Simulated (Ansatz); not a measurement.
# FHOSi3: which of two structures lies lower

We compare a, a singlet given by its coordinates, with b, a singlet given by its coordinates. Both are isolated molecules in the gas phase, relaxed with B3LYP-D3(BJ)/def2-SVP.

a (Å):

```yaml
atoms:
  - { symbol: F, position_ang: [-3.2796, 1.4919, -2.1075] }
  - { symbol: O, position_ang: [-1.4332, 2.3844, -0.4209] }
  - { symbol: Si, position_ang: [-1.9679, 1.4806, -3.4508] }
  - { symbol: Si, position_ang: [-2.0239, 0.8278, -0.7843] }
  - { symbol: Si, position_ang: [-0.6381, 2.5814, -1.9324] }
  - { symbol: H, position_ang: [0.8501, 2.5288, -1.7715] }
```

Close contacts (Å): F1–Si3 1.88, F1–Si4 1.94, O2–Si4 1.70, O2–Si5 1.72, Si3–Si4 2.75, Si3–Si5 2.30, Si4–Si5 2.51, Si5–H6 1.50.

b (Å):

```xyz
6

F    -2.4460    0.7313   -3.5139
O    -2.9526    2.7129   -1.7387
Si   -2.0572    1.3347   -2.0627
Si   -1.5743    3.6728   -1.2501
Si   -0.3845    1.6389   -0.5910
H     0.8615    1.2701   -1.3592
```

Close contacts (Å): F1–Si3 1.62, O2–Si3 1.68, O2–Si4 1.75, Si3–Si4 2.52, Si3–Si5 2.25, Si4–Si5 2.45, Si5–H6 1.51.

Task: Which of the two would you expect CCSD(T)/def2-SVP + ΔMP2/def2-TZVPP electronic energies to favour?

Result: Structure b; the calculation gives E(b) − E(a) = −17.7 kcal/mol.

The same difference at several levels:

| level | geometry | E(b) − E(a) (kcal/mol) | departure from the last row (kcal/mol) | job, with rough time for the two |
| --- | --- | --- | --- | --- |
| B3LYP-D3(BJ)/def2-SVP | B3LYP-D3(BJ)/def2-SVP | −11.1 | +6.6 | optimisation, 40 s |
| HF/def2-SVP | B3LYP-D3(BJ)/def2-SVP | −14.9 | +2.7 | part of the CCSD(T) run |
| MP2/def2-SVP | B3LYP-D3(BJ)/def2-SVP | −14.9 | +2.8 | part of the CCSD(T) run |
| CCSD(T)/def2-SVP | B3LYP-D3(BJ)/def2-SVP | −12.6 | +5.1 | single point |
| CCSD(T)/def2-SVP + ΔMP2/def2-TZVPP | B3LYP-D3(BJ)/def2-SVP | −17.7 |  | single point, 26 s |

The levels shown agree on the order. The largest departure from CCSD(T)/def2-SVP + ΔMP2/def2-TZVPP is that of B3LYP-D3(BJ)/def2-SVP, 6.6 kcal/mol. Levels run at GFN2-xTB geometries aren't shown. The last row adds to CCSD(T) the change of the MP2 difference between the two basis sets, here −5.1 kcal/mol, a large step that makes the value less sure.

With harmonic frequencies from B3LYP-D3(BJ)/def2-SVP (ideal gas, rigid rotor, one conformer each, 298.15 K, 1 atm): the zero-point term adds +0.2 kcal/mol; ΔH is −17.5 and ΔG −17.7 kcal/mol.

The T1 diagnostic of structures a and b is large, so the coupled-cluster value is less sure. The correlated steps freeze 17 core orbitals. Programs: Ansatz 0.2.0; the last row on 1 thread of Intel(R) Xeon(R) 6975P-C (Granite Rapids) on a shared host.
